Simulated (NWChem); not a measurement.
System: C₃H₄F₂; SMILES F[C@@H]1C[C@H]1F

Here is an NWChem input.

```
start job
memory heap 200 mb stack 900 mb global 1100 mb
geometry units angstroms noautoz
  F      1.796809    -0.119343    -0.495141
  C      0.603583     0.433694    -0.107499
  C      0.000000     0.000000     1.203621
  C     -0.603583    -0.433694    -0.107499
  F     -1.796809     0.119343    -0.495141
  H      0.499072     1.471633    -0.413315
  H      0.521983    -0.757113     1.781805
  H     -0.521983     0.757113     1.781805
  H     -0.499072    -1.471633    -0.413315
end
basis spherical
  * library def2-svp
end
dft
  xc xpbe96 cpbe96
  iterations 150
  mulliken
end
task dft energy
```

Parts of the log:

```
             Northwest Computational Chemistry Package (NWChem) 7.3.0
             --------------------------------------------------------

 C2  symmetry detected

                             Geometry "geometry" -> ""
                             -------------------------

 Output coordinates in angstroms (scale by  1.889725989 to convert to a.u.)

  No.       Tag          Charge          X              Y              Z
 ---- ---------------- ---------- -------------- -------------- --------------
    1 F                    9.0000     1.79788133    -0.10192184    -0.48904550
    2 C                    6.0000     0.59935107     0.43952385    -0.10140350
    3 C                    6.0000     0.00000000     0.00000000     1.20971650
    4 C                    6.0000    -0.59935107    -0.43952385    -0.10140350
    5 F                    9.0000    -1.79788133     0.10192184    -0.48904550
    6 H                    1.0000     0.48478477     1.47640112    -0.40721950
    7 H                    1.0000     0.52929679    -0.75201812     1.78790050
    8 H                    1.0000    -0.52929679     0.75201812     1.78790050
    9 H                    1.0000    -0.48478477    -1.47640112    -0.40721950

 Effective nuclear repulsion energy (a.u.)     176.9511082123

      Symmetry information
      --------------------

 Group name             C2
 Group number              4
 Group order               2
 No. of unique centers     5

  pbe96 is a nonlocal functional; adding pw91lda local functional.

                                 NWChem DFT Module
                                 -----------------

 Summary of "ao basis" -> "ao basis" (spherical)
 ------------------------------------------------------------------------------
       Tag                 Description            Shells   Functions and Types
 ---------------- ------------------------------  ------  ---------------------
 F                          def2-svp                 6       14   3s2p1d
 C                          def2-svp                 6       14   3s2p1d
 H                          def2-svp                 3        5   2s1p

      Symmetry analysis of basis
      --------------------------

        a          46
        b          44

            General Information
            -------------------
          SCF calculation type: DFT
          Wavefunction type:  closed shell.
          No. of atoms     :     9
          No. of electrons :    40
           Alpha electrons :    20
            Beta electrons :    20
          Charge           :     0
          Spin multiplicity:     1
          Use of symmetry is: on ; symmetry adaption is: on
          Maximum number of iterations: 150
          AO basis - number of functions:    90
                     number of shells:    42
          Convergence on energy requested:  1.00D-06
          Convergence on density requested:  1.00D-05
          Convergence on gradient requested:  5.00D-04

              XC Information
              --------------
          PerdewBurkeErnzerhof Exchange Functional  1.000
            Perdew 1991 LDA Correlation Functional  1.000 local
           PerdewBurkeErnz. Correlation Functional  1.000 non-local

             Grid Information
             ----------------
          Grid used for XC integration:  medium
          Radial quadrature: Mura-Knowles
          Angular quadrature: Lebedev.
          Tag              B.-S. Rad. Rad. Pts. Rad. Cut. Ang. Pts.
          ---              ---------- --------- --------- ---------
          F                   0.50       49           9.0       434
          C                   0.70       49           8.0       434
          H                   0.35       45           9.0       434
          Grid pruning is: on
          Number of quadrature shells:   237
          Spatial weights used:  Erf1

      Superposition of Atomic Density Guess
      -------------------------------------

 Sum of atomic energies:        -313.45657035

      Non-variational initial energy
      ------------------------------

 Total energy =    -315.939591
 1-e energy   =    -782.870723
 2-e energy   =     289.980023
 HOMO         =      -0.305270
 LUMO         =       0.085729

      Symmetry analysis of molecular orbitals - initial
      -------------------------------------------------

  Numbering of irreducible representations:

     1 a           2 b

  Orbital symmetries:

     1 b           2 a           3 a           4 a           5 b
     6 a           7 b           8 a           9 a          10 b
    11 b          12 a          13 a          14 b          15 a
    16 b          17 a          18 b          19 b          20 a
    21 b          22 a          23 b          24 a          25 b
    26 b          27 a          28 a          29 b          30 a

     ---------------------------------------------
      Total Density - Mulliken Population Analysis
     ---------------------------------------------

    Atom       Charge   Shell Charges
 -----------   ------   -------------------------------------------------------
    1 F    9     9.42   1.99  1.14  0.77  3.44  2.06  0.00
    2 C    6     5.65   1.99  0.91  0.29  1.74  0.65  0.07
    3 C    6     6.29   1.99  0.96  0.26  2.07  0.98  0.03
    4 C    6     5.65   1.99  0.91  0.29  1.74  0.65  0.07
    5 F    9     9.42   1.99  1.14  0.77  3.44  2.06  0.00
    6 H    1     0.91   0.68  0.21  0.02
    7 H    1     0.87   0.66  0.19  0.03
    8 H    1     0.87   0.66  0.19  0.03
    9 H    1     0.91   0.68  0.21  0.02

   convergence    iter        energy       DeltaE   RMS-Dens  Diis-err
 ---------------- ----- ----------------- --------- --------- ---------
 d= 0,ls=0.0,diis     1   -315.6786501411 -4.93D+02  2.27D-02  8.77D-01
 d= 0,ls=0.0,diis     2   -315.5406601558  1.38D-01  1.36D-02  2.57D+00
 d= 0,ls=0.0,diis     3   -315.7729073667 -2.32D-01  1.86D-03  4.90D-02
 d= 0,ls=0.0,diis     4   -315.7758961801 -2.99D-03  1.04D-03  7.81D-03
 d= 0,ls=0.0,diis     5   -315.7765874610 -6.91D-04  3.43D-04  8.60D-04
  Resetting Diis
 d= 0,ls=0.0,diis     6   -315.7766998658 -1.12D-04  4.57D-05  2.45D-05
 d= 0,ls=0.0,diis     7   -315.7767029566 -3.09D-06  1.83D-05  1.03D-06
 d= 0,ls=0.0,diis     8   -315.7767028912  6.54D-08  1.01D-05  1.52D-06
 d= 0,ls=0.0,diis     9   -315.7767030718 -1.81D-07  2.00D-06  2.68D-08

         Total DFT energy =     -315.776703071820
      One electron energy =     -785.776558283106
           Coulomb energy =      331.372638884705
    Exchange-Corr. energy =      -38.323891885707
 Nuclear repulsion energy =      176.951108212288

 Numeric. integr. density =       39.999999245578

                  Occupations of the irreducible representations
                  ----------------------------------------------

                     irrep           alpha         beta
                     --------     --------     --------
                     a                11.0         11.0
                     b                 9.0          9.0

                       DFT Final Molecular Orbital Analysis
                       ------------------------------------

 Vector   18  Occ=2.000000D+00  E=-3.224770D-01  Symmetry=a
              MO Center=  1.2D-14, -1.2D-15, -3.8D-01, r^2= 3.4D+00
   Bfn.  Coefficient  Atom+Function         Bfn.  Coefficient  Atom+Function
  ----- ------------  ---------------      ----- ------------  ---------------
     5      0.334861  1 F  py                61     -0.334861  5 F  py
     6     -0.266518  1 F  pz                62     -0.266518  5 F  pz
    31     -0.253535  3 C  s                  8     -0.222347  1 F  py
    64      0.222347  5 F  py                 9      0.179073  1 F  pz
    65      0.179073  5 F  pz                71      0.165795  6 H  s

 Vector   19  Occ=2.000000D+00  E=-2.587944D-01  Symmetry=b
              MO Center=  8.0D-15,  5.7D-16,  2.7D-01, r^2= 2.7D+00
   Bfn.  Coefficient  Atom+Function         Bfn.  Coefficient  Atom+Function
  ----- ------------  ---------------      ----- ------------  ---------------
    32      0.329003  3 C  px                 6      0.275318  1 F  pz
    62     -0.275318  5 F  pz                33      0.228856  3 C  py
    20      0.225519  2 C  pz                48     -0.225519  4 C  pz
     9     -0.200209  1 F  pz                65      0.200209  5 F  pz
    36      0.173852  3 C  py                35      0.168701  3 C  px

 Vector   20  Occ=2.000000D+00  E=-2.403684D-01  Symmetry=a
              MO Center=  2.4D-15,  8.7D-16, -1.2D-01, r^2= 2.5D+00
   Bfn.  Coefficient  Atom+Function         Bfn.  Coefficient  Atom+Function
  ----- ------------  ---------------      ----- ------------  ---------------
    31      0.303856  3 C  s                 20      0.239142  2 C  pz
    48      0.239142  4 C  pz                 6      0.217753  1 F  pz
    62      0.217753  5 F  pz                34     -0.201751  3 C  pz
    37     -0.198403  3 C  pz                18      0.190129  2 C  px
    46     -0.190129  4 C  px                 4      0.186556  1 F  px

 Vector   21  Occ=0.000000D+00  E= 1.600553D-02  Symmetry=b
              MO Center= -7.6D-15, -3.0D-15,  2.9D-01, r^2= 4.2D+00
   Bfn.  Coefficient  Atom+Function         Bfn.  Coefficient  Atom+Function
  ----- ------------  ---------------      ----- ------------  ---------------
    72      0.688747  6 H  s                 87     -0.688747  9 H  s
    77     -0.630522  7 H  s                 82      0.630522  8 H  s
    17     -0.599896  2 C  s                 45      0.599896  4 C  s
    21      0.437321  2 C  px                49      0.437321  4 C  px
    36     -0.268531  3 C  py                 3     -0.253670  1 F  s

[...]
```

Level: PBE/def2-SVP. Geometry: optimised at B3LYP/6-31G* (spherical d).
